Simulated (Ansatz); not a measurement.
FGaH2O, SMILES `[OH][GaH][F]`. Charge 0, multiplicity 1. The geometry is a stationary point of PBE0-D4/def2-TZVP. It is one conformer, not always the lowest.

```xyz
5

O    -1.164    0.452   -0.383
Ga    0.446   -0.168    0.019
F     1.385   -0.467   -1.423
H    -1.721    0.633    0.376
H     1.055   -0.450    1.411
```

Question: What is the dipole moment at ωB97M-V/def2-TZVPP? (Best estimate.)

Answer: Ansatz gave: 3.39 D, with components (-0.83, 0.19, 3.28) D in this frame, pointing from negative to positive charge.

Question: And with PBE, r2SCAN, B3LYP? (Estimate.)

Answer: Computed: PBE 3.20 D, r2SCAN 3.30 D, B3LYP 3.39 D.

Question: Give the Mulliken charges with ωB97M-V, r2SCAN, PBE in def2-TZVPP. (Best estimate.)

Answer: Computed: 
| atom | ωB97M-V | r2SCAN | PBE |
| --- | --- | --- | --- |
| O1 | -0.39 | -0.41 | -0.34 |
| Ga2 | 0.61 | 0.63 | 0.52 |
| F3 | -0.38 | -0.38 | -0.34 |
| H4 | 0.16 | 0.19 | 0.18 |
| H5 | 0.00 | -0.04 | -0.02 |

B3LYP here is the variant with VWN-RPA as its local correlation; programs differ in this.
